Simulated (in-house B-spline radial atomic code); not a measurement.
A fraction x of an electron is removed from 3p in the argon ion Ar³⁺, starting from [Ne] 3s2 3p3 and keeping the highest spin. Method: scalar-relativistic (X2C) Hartree-Fock with fractional occupations, spin-polarised, spherical fractional occupations, Fermi nucleus of rms radius 3.4274 fm. Calculated with an all-electron radial atomic-structure program (B-spline basis).

Caution: exact exchange at fractional occupations of open shells leaves self-interaction of up to several eV.

```tsv
x	E(x) - E(0) (eV)	3p up level (eV)
0	0.0000	-59.226
0.06	3.5709	-59.803
0.18	10.8167	-60.962
0.27	16.3426	-61.836
0.46	28.2673	-63.691
0.5	30.8228	-64.083
0.54	33.3940	-64.476
0.69	43.1763	-65.957
0.82	51.8345	-67.247
0.92	58.6091	-68.245
1	64.1007	-69.046
```

The exact functional would give a straight line between the two integer points. Deviations E(x) - E(0) - x[E(1) - E(0)], in eV: -0.275 at x = 0.06, -0.721 at x = 0.18, -0.965 at x = 0.27, -1.219 at x = 0.46, -1.228 at x = 0.5, -1.22 at x = 0.54, -1.053 at x = 0.69, -0.728 at x = 0.82, -0.364 at x = 0.92.

The curve lies below the straight line by up to 1.228 eV (at x = 0.5): with spherically averaged exact exchange in an open shell, this holds the self-interaction named above.

Question: How well does Slater's transition state (minus the level at half occupation) give the ionisation energy?

Answer: It gives 64.083 eV against 64.101 eV from the two total energies; NIST lists 59.58 eV, ground level to ground level. The end point has an open shell averaged over its orbitals, so its exact exchange keeps a self-interaction and this is no true integer point.
